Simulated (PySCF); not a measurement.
Bonds (- single, = double, # triple, : aromatic): C1-Si2, Si2-C3, Si2-C4, Si2-C5, C5:N6, N6:C7, C7:C8, C8:N9, N9:N10, N10:C5. C1 carries H11, H12, H13; C3 carries H14, H15, H16; C4 carries H17, H18, H19; C7 carries H20; C8 carries H21.

How the numbers were obtained: geometry: GFN2-xTB, PBE0/pcSseg-1 with gauge-including orbitals, in PySCF 2.14.0 with density-fitted response routines (averaged over atoms made equivalent by symmetry, fast rotation or ring inversion, non-relativistic Hamiltonian, no solvent model, a single conformation).

Q: List the cross peaks expected in HSQC, COSY and HMBC spectra.

A: 

HSQC (one-bond C–H):
```tsv
δH	δC
9.52 (H21)	155.8 (C8)
8.68 (H20)	151.7 (C7)
0.46 (H11/H12/H13/H14/H15/H16/H17/H18/H19)	-1.3 (C1/C3/C4)
```

COSY cross peaks (H two or three bonds apart, from the bond graph; peaks can be absent where the dihedral angle is near 90°):
```tsv
δH	δH
9.52 (H21)	8.68 (H20)
```

HMBC (two and three bonds, from the bond graph):
```tsv
δH	δC
9.52 (H21)	151.7 (C7)
8.68 (H20)	185.0 (C5), 155.8 (C8)
0.46 (H11/H12/H13/H14/H15/H16/H17/H18/H19)	185.0 (C5), -1.3 (C1/C3/C4)
```

References, each an isolated molecule treated in the same way: TMS for 1H (σ = 31.72 ppm), 13C (σ = 186.93 ppm).

Shifts are as computed. Against solution values, carbons near 30 ppm lie about +3 ppm off and those near 130 ppm about +5 ppm. Of 1211 compounds with measured shifts, 218 miss one by over three times the rms of a fit or turn the order of signals round; such compounds aren't used in these exercises.
